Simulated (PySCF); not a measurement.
Compound: C5H12OSi.
SMILES: `CC([C@H]1CO[SiH2]1)C`

Computed with TDDFT CAM-B3LYP/def2-SVPD, vertical, gas phase, core orbitals frozen in the response (PySCF 2.14.0, density-fitted response routines). Geometry: GFN2-xTB, one conformer, isolated molecule. Torsions of this conformer, `[CH3:1][CH:2]([CH3:3])[C@H:4]1[CH2:5][O:6][SiH2:7]1`: C1–C2–C4–C5 -168°.

Orbital energies (eV): HOMO-3 -10.76, HOMO-2 -9.92, HOMO-1 -9.26, HOMO -9.14, LUMO 0.69, LUMO+1 1.31, LUMO+2 1.71.

Lowest singlets, with some entries withheld (?).

| state | E (eV) | f | main configurations (H = HOMO, L = LUMO) |
| --- | --- | --- | --- |
| S1 | 6.40 | 0.0066 | H-1→L (46%), H→L (46%) |
| S2 | 6.56 | ? | H→L (48%), H-1→L (45%) |
| S3 | ? | 0.017 | ? |
| S4 | 7.49 | ? | ? |
| S5 | 7.60 | ? | ? |
| S6 | 8.13 | 0.056 | H→L+2 (62%), H→L+1 (15%) |
| S7 | ? | 0.053 | H-1→L+2 (46%), H-1→L+1 (11%), H→L+4 (9%) |
| S8 | 8.26 | 0.0053 | H→L+4 (56%), H-2→L+1 (10%), H-1→L+2 (9%) |

Question: Supply the missing values.

Answer: 
- S2: f = 0.043
- S3: E = 7.32 eV; H-2→L (91%)
- S4: f = 0.019; H→L+1 (60%), H→L+3 (19%)
- S5: f = 0.017; H-1→L+1 (57%), H-1→L+3 (22%), H→L+1 (10%)
- S7: E = 8.22 eV

Question: What is the mean static polarisability from the same response equations?

Answer: 85.4 au (12.66 Å³), with principal values 74.3, 85.3 and 96.7 au.

Question: How far apart are S6 and S7, in eV and cm⁻¹?

Answer: 8.217 − 8.135 = 0.082 eV, or about 660 cm⁻¹.

Question: Where do the lowest triplets lie (Tamm–Dancoff)?

Answer: T1 5.94 eV, H→L (85%); T2 6.13 eV, H-1→L (84%); T3 7.05 eV, H-2→L (87%). E(S1) − E(T1) = +0.46 eV.

Without π bonds the low states are Rydberg-like; a valence basis with one diffuse set may place them up to an eV too high.
